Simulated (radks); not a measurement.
The mean radii <r> (bohr) of the occupied orbitals of an atom or ion are listed with their occupations. All-electron calculation, Dirac Kohn-Sham, BLYP, spin-unpolarised, spherical densities, finite nucleus; Fermi nuclear charge, rms radius of each element as measured or else 0.836 A^(1/3) + 0.57 fm. Program: a radial shooting solver on a logarithmic mesh with Libxc functionals.

orbital  occ.      <r>
1s1/2       2  0.01687
2s1/2       2  0.07047
2p1/2       2  0.05798
2p3/2       4  0.06653
3s1/2       2   0.1833
3p1/2       2   0.1736
3p3/2       4   0.1893
3d3/2       4   0.1648
3d5/2       6   0.1696
4s1/2       2   0.4070
4p1/2       2   0.4094
4p3/2       4   0.4435
4d3/2       4   0.4520
4d5/2       6   0.4632
5s1/2       2   0.9263
4f5/2       6   0.4952
4f7/2       8   0.5022
5p1/2       2    1.001
5p3/2       4    1.099
5d3/2       4    1.527
5d5/2       5    1.602
6s1/2       2    2.775

Name the element and its charge. Open shells, if any, fill j = l - 1/2 first.

Answer. Z = 79, gold, charge 0: Au in [Xe] 4f14 5d9 6s2. The 1s radius gives Z: for a bare nucleus <r> = (2 gamma + 1)/(2Z) with gamma = sqrt(1 - (Z/c)^2), 0.01667 bohr for Z = 79, and screening makes it slightly larger (0.01687 here). The occupations add up to 79, and the charge is Z minus that.
